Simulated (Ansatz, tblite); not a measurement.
Forces on the cluster Ga₃⁺ at its PBE-D4/def2-TZVP geometry. The state is a singlet with charge 1.

The xTB rows come from tblite. At PBE-D4/def2-TZVP the restricted singlet is unstable: a solution with broken spin symmetry lies lower. At PBE-D4/def2-TZVP an occupied level lies above an empty one. The order of the spin states hangs on the level: the triplet lies 0.53 eV below the singlet at PBE0-D4/def2-TZVP, but 1.31 eV above it at GFN1-xTB. The structure comes from a short search, and lower isomers may exist.

GFN1-xTB (tblite), largest force 0.73 eV/Å:

```xyz
3
positions Å, forces eV/Å
Ga    1.173   -0.334   -0.849   -0.579    0.165    0.419
Ga   -1.351   -0.498   -0.369    0.666    0.246    0.182
Ga    0.178    0.832    1.219   -0.088   -0.410   -0.601
```

GFN2-xTB (tblite), largest force 0.89 eV/Å:

```
Ga 0.705 -0.201 -0.511
Ga -0.812 -0.299 -0.222
Ga 0.107 0.500 0.733
```

PBE-D4/def2-TZVP (Ansatz), largest force 0.00 eV/Å:

```
Ga -0.001 0.000 0.001
Ga 0.002 0.001 0.000
Ga 0.000 -0.001 -0.001
```
